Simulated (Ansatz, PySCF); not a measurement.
Reaction (SMILES): CC[OH+]C=O -> COC(C)=[OH+]
Structures are relaxed separately at B3LYP-D3(BJ)/def2-TZVP in Ansatz (a quantum-chemistry and plane-wave program), one conformer each, not searched for the lowest.

Property: isomerisation energy (electronic energy difference), in eV. Cores are frozen in the correlated levels unless marked. No spin-orbit coupling. No relativistic terms. CBS marks a two-point X^-3 extrapolation of the correlation energy; Hartree-Fock from the larger set. [CCSD(T)-MP2]/basis is that difference in the basis named.

RI-MP2/CBS(cc-pVTZ,cc-pVQZ)+[CCSD(T)-MP2]/cc-pVTZ (Ansatz) gives -1.30 eV.

### Question
Another calculation gave -1.38 eV. Which level was it?
(A) HF/def2-TZVPD (PySCF)
(B) BLYP/def2-TZVPD (Ansatz)
(C) M06-2X/def2-TZVPD (PySCF)

### Answer
C, M06-2X/def2-TZVPD (PySCF). The others give -1.23 (BLYP), -1.52 (HF) eV.
